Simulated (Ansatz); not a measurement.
Correlation energies of CH$_{5}$FGeSSi (`[F][GeH]1[CH2][SiH2][S]1`) by basis set

```xyz
10

F    -1.171    2.035    1.317
Ge    0.045    1.400    0.246
C    -0.645   -0.154   -0.713
Si    0.523   -1.323    0.195
S     1.521    0.183    1.375
H     0.620    2.628   -0.471
H    -1.703   -0.313   -0.499
H    -0.496   -0.104   -1.792
H     1.475   -2.024   -0.703
H    -0.168   -2.327    1.043
```

The species carries charge 0 and has multiplicity 1. Correlated methods include outer-core shells of Ge, which these sets cover unevenly. Scalar relativity is left out up to krypton. The geometry is a stationary point of PBE0-D4/def2-TZVP. Frozen core, restricted reference, the Gaussian-basis code of Ansatz.

```csv
basis,HF (Eh),MP2 corr.
def2-SVP,-2901.54891,-0.77326
def2-TZVPP,-2902.23237,-0.96485
def2-QZVPP,-2902.30092,-1.28861
```

Question: Estimate the CCSD correlation energy and the (T) correction in each basis where they were run (hartree).

Answer: 
```
     basis  CCSD corr.       (T)
  def2-SVP    -0.81152  -0.02349
def2-TZVPP    -1.00178  -0.04080
```
